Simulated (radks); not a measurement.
Problem. These are the eigenvalues of the occupied orbitals of an atom or ion with whole-number occupations (eV). Method: scalar-relativistic Kohn-Sham, SCAN, spin-polarised, spherical densities, finite nucleus; meta-GGA in the generalised Kohn-Sham scheme; Fermi nuclear charge, rms radius of each element as measured or else 0.836 A^(1/3) + 0.57 fm; computed with a radial shooting solver on a logarithmic mesh with Libxc functionals.

orbital  eigenvalue
1s        -13428.98
2s        -1822.745
2p        -1614.053
3s        -318.2508
3p        -251.3876
3d        -141.2955
4p         -66.5145

Which element is it, and in what charge state? The configuration may be excited.

Solution. Z = 35, bromine, charge +5: Br5+ in [Ar] 3d10 4p(up 1, down 1) 4s(up 0, down 0). The list shows which subshells hold electrons but not how many an open one holds; the 1s level, -493.51 hartree, gives Z - s = 31.4 by -(Z - s)^2/2, which with screening and relativity narrows Z to a few neighbours, and the depths of the outer levels then fix element, charge and occupations together.
